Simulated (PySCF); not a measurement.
Sn(OMe)(OSiH3)3, SMILES [O]([SiH3])[Sn]([O][SiH3])([O]C)[O][SiH3] (GFN2-xTB optimised geometry):

```
21

C      1.289     2.670     0.817
O      0.202     1.776     0.645
Sn     0.250     0.257    -0.514
O     -1.397    -0.653    -0.467
Si    -2.254    -1.570     0.580
O      0.590     0.750    -2.306
Si     0.599    -0.049    -3.734
O      1.653    -0.917     0.000
Si     1.962    -2.518     0.000
H      0.936     3.407     1.540
H      1.551     3.175    -0.115
H      2.171     2.166     1.215
H     -3.422    -1.859    -0.246
H     -2.569    -0.807     1.787
H     -1.498    -2.777     0.926
H      1.645    -1.075    -3.733
H     -0.706    -0.660    -3.993
H      0.902     1.072    -4.619
H      1.392    -3.100     1.217
H      1.403    -3.175    -1.185
H      3.422    -2.518     0.000
```

Level of theory: B3LYP/def2-SVP, def2 effective core potentials past Kr in PySCF.

**Question.** What are the frontier orbital energies and the dipole moment?

**Answer.** HOMO-2 -8.35 eV, HOMO-1 -8.27 eV, HOMO -7.94 eV, LUMO -1.58 eV, LUMO+1 0.31 eV; dipole moment 0.68 D.

On the same geometry PBE/def2-SVP, def2 effective core potentials past Kr in PySCF gives HOMO-2 -7.11 eV, HOMO-1 -7.01 eV, HOMO -6.58 eV, LUMO -2.34 eV, LUMO+1 -0.38 eV; dipole moment 0.62 D.
